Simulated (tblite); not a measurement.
Compound: C5H12BBrSi.
Structure used (GFN2-xTB), in Å, numbered top down from 1:
```xyz
20
C5H12BBrSi angstrom
C     -1.940    0.618    0.735
C     -1.104   -0.290   -0.103
C     -1.438   -1.747   -0.003
C     -0.139    0.119   -0.959
C      0.362    1.521   -1.158
B      1.147    1.010    0.099
Si     2.820    0.022   -0.075
Br     2.455   -2.139    0.502
H     -2.992    0.452    0.496
H     -1.704    1.666    0.581
H     -1.807    0.380    1.790
H     -1.920   -2.090   -0.919
H     -2.110   -1.938    0.829
H     -0.535   -2.342    0.133
H      0.321   -0.644   -1.577
H      0.861    1.634   -2.115
H     -0.395    2.288   -1.040
H      0.763    1.338    1.161
H      3.947    0.343    0.807
H      3.404   -0.189   -1.407
```

Computed values, GFN2-xTB/tblite, gas phase, harmonic and unscaled. Against measured fundamentals such values can be off by several per cent, at times by over 20. Modes of hydrogen on boron and silicon can be 10 to 20 % off. One conformer, not necessarily the lowest. The optimisation stopped once no atom felt more than 0.01 eV/Å.

Lowest wavenumbers of the output (negative numbers stand for imaginary wavenumbers):
```
mode    cm-1
  1     -72.5
  2      34.8
  3      60.9
  4      97.1
  5     121.4
  6     179.3
  7     202.2
  8     222.2
  9     303.2
 10     342.3
 11     373.8
 12     390.7
 13     439.7
 14     462.3
 15     516.1
```

Q: Is this structure a minimum?

A: No. 1 mode is imaginary beyond 20i (72i cm⁻¹), so at this level the point lies at or near a first-order saddle.

Q: Which atoms move in the imaginary mode?

A: 72i: H12 (methyl hydrogen) 36 %, H14 (methyl hydrogen) 28 %, H13 (methyl hydrogen) 27 %. These are shares of the mass-weighted motion.

Q: What is the remedy?

A: Step along that mode in both directions, optimise again with tighter thresholds and repeat the frequencies. The zero-point energy of this point (97.3 kcal/mol) counts the 53 real modes alone, and thermal corrections from it aren't those of a minimum.
